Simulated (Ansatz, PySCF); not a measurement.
In(Br)(Me)(OH) (CH₄BrInO), SMILES [CH3][In]([OH])[Br]. Atoms are numbered in the order given.

```xyz
8

In    -0.6929    -0.0225     0.3898
Br     1.4316    -0.1612    -0.9386
C     -1.0855    -1.2033     2.1315
H     -1.0681    -2.2661     1.8527
H     -2.0696    -0.9348     2.5383
H     -0.3014    -1.0120     2.8773
O     -1.9534     1.3190    -0.3845
H     -1.5794     1.7401    -1.1721
```
Charge 0, spin multiplicity 1.

The structure is a stationary point at r2SCAN-D4/def2-SVP. The structure was generated by enumeration; whether it is a known compound was not checked. The def2 effective core potentials stand for the cores of In; spin–orbit coupling is left out. Other conformers were not sampled.

Two levels are set side by side: PBE-D3(BJ)/def2-SVP (Ansatz, a program for electronic structure) and r2SCAN-D4/def2-SVP (Ansatz). Each level has its own optimised geometry; the coordinates shown are those of the second. Frequencies come from the Hessian of PySCF at each geometry. Differences are taken from unrounded values.

| quantity | r2SCAN-D4 |
|---|---|
| mean bond length (Å) | 1.559 |
| bond In1–Br2 (Å) | 2.510 |
| bond In1–C3 (Å) | 2.141 |
| bond In1–O7 (Å) | 1.997 |
| bond C3–H4 (Å) | 1.099 |
| bond C3–H5 (Å) | 1.098 |
| bond C3–H6 (Å) | 1.099 |
| bond O7–H8 (Å) | 0.968 |
| highest harmonic wavenumber (cm⁻¹) | 3827 |
| mean harmonic wavenumber (cm⁻¹) | 1196 |
| zero-point energy (kcal/mol) | 30.77 |

Problem. What does PBE-D3(BJ) give, and how far is it from r2SCAN-D4? (An estimate is asked for; the answer gives what the named calculation found.)

Solution. 
| quantity | PBE-D3(BJ) | PBE-D3(BJ) minus r2SCAN-D4 |
|---|---|---|
| mean bond length (Å) | 1.571 | 0.012 |
| bond In1–Br2 (Å) | 2.528 | 0.018 |
| bond In1–C3 (Å) | 2.156 | 0.016 |
| bond In1–O7 (Å) | 2.018 | 0.021 |
| bond C3–H4 (Å) | 1.106 | 0.007 |
| bond C3–H5 (Å) | 1.105 | 0.007 |
| bond C3–H6 (Å) | 1.106 | 0.007 |
| bond O7–H8 (Å) | 0.978 | 0.009 |
| highest harmonic wavenumber (cm⁻¹) | 3702 | -125 |
| mean harmonic wavenumber (cm⁻¹) | 1166 | -30 |
| zero-point energy (kcal/mol) | 30.01 | -0.77 |
